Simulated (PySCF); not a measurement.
Electronic structure of In³⁺ (indium, charge +3) at the UHF level

Configuration: [Kr] 4d10, closed-shell 1S. All numbers are calculated (PySCF 2.14, scalar relativity through the core potential, in aug-cc-pVDZ-PP with ECP28MDF).

- Total energy: -187.409726 hartree
- One-electron energy: -312.7646 hartree
- Hartree (Coulomb) energy: 140.5877 hartree
- Exchange energy: -15.2329 hartree
- ⟨S²⟩: 0.0000
- ⟨L²⟩: 0.000
- Sum of ⟨r⟩: 18.93 bohr
- Sum of ⟨r²⟩: 22.99 bohr²

| shell | electrons | mean orbital energy (hartree) | rms radius, mean of both spins (bohr) |
| --- | --- | --- | --- |
| 4s | 2 | -6.45464 | 0.912 |
| 4p | 6 | -4.71303 | 0.992 |
| 4d | 10 | -2.08675 | 1.24 |

Energies and moments cover only the electrons outside the core potential.
